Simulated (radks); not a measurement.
Values are calculated unless marked as measured or tabulated.
Task: These are the eigenvalues of the occupied orbitals of an atom or ion with whole-number occupations (hartree). Level of theory: scalar-relativistic Kohn-Sham, BLYP, spin-polarised, spherical densities, point nucleus (a radial shooting solver on a logarithmic mesh with Libxc functionals).

1s down: -2041.813
1s up: -2041.813
2s up: -343.1964
2s down: -343.1943
2p up: -304.2542
2p down: -304.2527
3s up: -78.28639
3s down: -78.20331
3p up: -66.39013
3p down: -66.30731
3d up: -51.28877
3d down: -51.22529
4s up: -17.14797
4s down: -16.96863
4p up: -13.22093
4p down: -13.04497
4d up: -7.91687
4d down: -7.74540
5s up: -3.60075
5s down: -3.52348
5p up: -2.60618
5p down: -2.54936
4f up: -2.10193
4f down: -1.94667

Which element is it, and in what charge state? The configuration may be excited. Open shells, if any, are filled with parallel spins first.

Result: Z = 67, holmium, charge +4: Ho4+ in [Xe] 4f9. The list shows which subshells hold electrons but not how many an open one holds; the 1s level, -2041.8 hartree, gives Z - s = 63.9 by -(Z - s)^2/2, which with screening and relativity narrows Z to a few neighbours, and the depths of the outer levels then fix element, charge and occupations together.
